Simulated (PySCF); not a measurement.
# MCs cations for M along group 12

PBE with double-zeta basis sets in PySCF, for the lowest determinant that a PBE0 search found; no spin–orbit coupling. De refers to high-spin ground-configuration atoms (the charge goes to the atom of lower measured ionisation energy or higher electron affinity, which is not always the lowest computed limit). A positive dipole points towards Cs; it is taken about the centre of mass and depends on that origin.

```
 M     basis  charged atom  state (unpaired electrons)  Re (Å)  ωe (cm⁻¹)  De (eV)  μ (D)
Zn  def2-SVP           Cs+      singlet (closed shell)   3.849       53.2     0.21   3.82
Hg  def2-SVP           Cs+      singlet (closed shell)   4.006       33.1     0.13   9.97
```

Task: The row for M = Cd is missing. Estimate Re, ωe and De as the mean of the rows for Zn and Hg, and compare with the calculation.

Result: The means are 3.928 Å, 43.2 cm⁻¹ and 0.17 eV. PBE in def2-SVP gives CsCd⁺ as a singlet (closed shell) with Re = 4.072 Å, ωe = 39.3 cm⁻¹, De = 0.17 eV, so the estimate is off by -14.4 pm, +10 % and +0.00 eV.

Closed-shell solutions of metal pairs were not tested for spin polarisation, which can lower them a little. Weak bonds: CsCd⁺, CsHg⁺, CsZn⁺. Basis-set superposition, not corrected here, can be much of De in a small basis, most of all at correlated wavefunction levels. Spin–orbit coupling is left out. For an ion De counts to the pair picked by the measured ionisation energies or electron affinities, which need not be the lowest pair at this level.
